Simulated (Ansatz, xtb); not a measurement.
# Two isomers of C4H4FNOS

We compare a, `COc1ncsc1F`, a singlet, with b, `COc1nc(F)cs1`, a singlet. Both are isolated molecules in the gas phase, relaxed with B3LYP-D3(BJ)/def2-SVP; the shapes shown needn't be the lowest conformers.

a (Å):

```xyz
12

C     0.3882    1.7020   -0.5219
C     0.4045    0.0989   -2.2468
C     0.0188   -2.0502   -1.9107
C     0.5381   -0.3488   -3.5424
F     0.8185    0.3718   -4.6194
N     0.1113   -0.8815   -1.3443
O     0.5488    1.3861   -1.8970
S     0.2850   -2.0699   -3.6308
H     0.5431    2.7855   -0.4401
H     1.1248    1.1695    0.1014
H    -0.6204    1.4389   -0.1642
H    -0.2079   -2.9760   -1.3786
```

b (Å):

| atom | x (Å) | y (Å) | z (Å) |
| --- | --- | --- | --- |
| C | -0.9770 | 1.8571 | 0.0511 |
| C | -0.1184 | 0.4944 | -1.6450 |
| C | 0.3870 | 1.0196 | -3.6932 |
| C | 0.7373 | -0.2947 | -3.7854 |
| F | 0.4834 | 1.8876 | -4.6911 |
| N | -0.0923 | 1.4712 | -2.5018 |
| O | -0.5272 | 0.5734 | -0.3868 |
| S | 0.4456 | -1.0579 | -2.2379 |
| H | -1.2718 | 1.7317 | 1.0997 |
| H | -1.8320 | 2.1940 | -0.5544 |
| H | -0.1702 | 2.6003 | -0.0386 |
| H | 1.1341 | -0.8350 | -4.6405 |

Problem. Which of the two would you expect CCSD(T)/def2-SVP + ΔMP2/def2-TZVPP electronic energies to favour?

Solution. Structure b; the calculation gives E(b) − E(a) = −13.4 kcal/mol.

The same difference at several levels:

| level | geometry | E(b) − E(a) (kcal/mol) | departure from the last row (kcal/mol) | job, with rough time for the two |
| --- | --- | --- | --- | --- |
| GFN2-xTB | GFN2-xTB | −9.8 | +3.5 | optimisation, 0.44 s |
| HF/STO-3G | GFN2-xTB | −10.0 | +3.4 | single point, 1.9 s |
| r2SCAN-D4/def2-SVP | GFN2-xTB | −14.7 | −1.3 | single point, 12 s |
| B3LYP-D3(BJ)/def2-SVP | B3LYP-D3(BJ)/def2-SVP | −14.1 | −0.7 | optimisation, 2 min |
| HF/def2-SVP | B3LYP-D3(BJ)/def2-SVP | −18.4 | −5.0 | part of the CCSD(T) run |
| MP2/def2-SVP | B3LYP-D3(BJ)/def2-SVP | −14.6 | −1.2 | part of the CCSD(T) run |
| CCSD(T)/def2-SVP | B3LYP-D3(BJ)/def2-SVP | −14.5 | −1.1 | single point |
| CCSD(T)/def2-SVP + ΔMP2/def2-TZVPP | B3LYP-D3(BJ)/def2-SVP | −13.4 |  | single point, 4 min |

As drawn, both hold the same kinds of bond in the same numbers.

None of the levels shown reverses the order. The largest departure from CCSD(T)/def2-SVP + ΔMP2/def2-TZVPP is that of HF/def2-SVP, 5.0 kcal/mol. The last row adds to CCSD(T) the change of the MP2 difference between the two basis sets, here +1.1 kcal/mol.

With thermal terms from frequencies at re-optimised GFN2-xTB minima (ideal gas, soft modes damped towards free rotors, one conformer each, 298.15 K, 1 atm): the zero-point term adds +0.1 kcal/mol; ΔH is −13.3 and ΔG −13.2 kcal/mol.

The correlated steps freeze 12 core orbitals. Run with Ansatz 0.2.0, xtb 6.7.1; the last row on 2 threads of Intel(R) Xeon(R) Processor @ 2.50GHz (Skylake/Cascade Lake) on a shared host.
